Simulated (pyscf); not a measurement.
`[SiH2][SeH]`, doublet

Gas-phase minimum from PySCF at ωB97X-D3(BJ)/def2-SVP, one conformer. •H₂Si–SeH lies 11.7 kcal/mol over its isomer H₃Si–Se•, and others may lie lower still (electronic energy, ωB97M-D3(BJ)). 

```
Si
H 1 1.4936
H 1 1.4969 2 110.27
Se 1 2.2656 2 105.30 3 -120.17
H 4 1.4667 1 93.48 2 172.04
```
Charge 0, spin multiplicity 2.

Properties at ωB97X-D3(BJ)/def2-SVP:

Harmonic wavenumbers, unscaled: 232, 425, 530, 666, 765, 912, 2204, 2243, 2499 cm⁻¹
Zero-point energy: 15.0 kcal/mol
Rotational symmetry number: 1
Entropy of this conformer at 298 K and 1 atm, rigid rotor and harmonic oscillator, modes under 100 cm⁻¹ raised to 100: 285.8 J/(mol K)
Dipole moment: 0.82 D
Spin expectation value S2: 0.753

Single-point totals, which compare only within one level (frozen core for MP2 and CC):

```json
[
 {"level": "ωB97X-D3(BJ)/def2-TZVP", "total energy (hartree)": "-2692.78443"},
 {"level": "PBE/def2-TZVP", "total energy (hartree)": "-2692.31429"},
 {"level": "r²SCAN/def2-TZVP", "total energy (hartree)": "-2692.79162"},
 {"level": "B3LYP-D3(BJ)/def2-TZVP", "total energy (hartree)": "-2692.89611"},
 {"level": "PBE0-D3(BJ)/def2-TZVP", "total energy (hartree)": "-2692.42487"},
 {"level": "M06-2X/def2-TZVP", "total energy (hartree)": "-2692.82390"},
 {"level": "ωB97M-D3(BJ)/def2-TZVP", "total energy (hartree)": "-2692.87443"},
 {"level": "UHF/def2-TZVPP", "total energy (hartree)": "-2690.51763"},
 {"level": "MP2/def2-TZVPP", "total energy (hartree)": "-2690.89976"},
 {"level": "CCSD/def2-TZVPP", "total energy (hartree)": "-2690.92752"},
 {"level": "CCSD(T)/def2-TZVPP", "total energy (hartree)": "-2690.94259"}
]
```

The CCSD(T) − MP2 part came from Ansatz, without density fitting, on the same reference. The frozen core leaves the outer d or s,p core shells of the metals and heavy elements correlated in the MP2 and CC values, and def2-TZVPP describes them poorly, so these totals are far from the basis limit. Elements up to Kr have no core potential and no relativistic terms here.
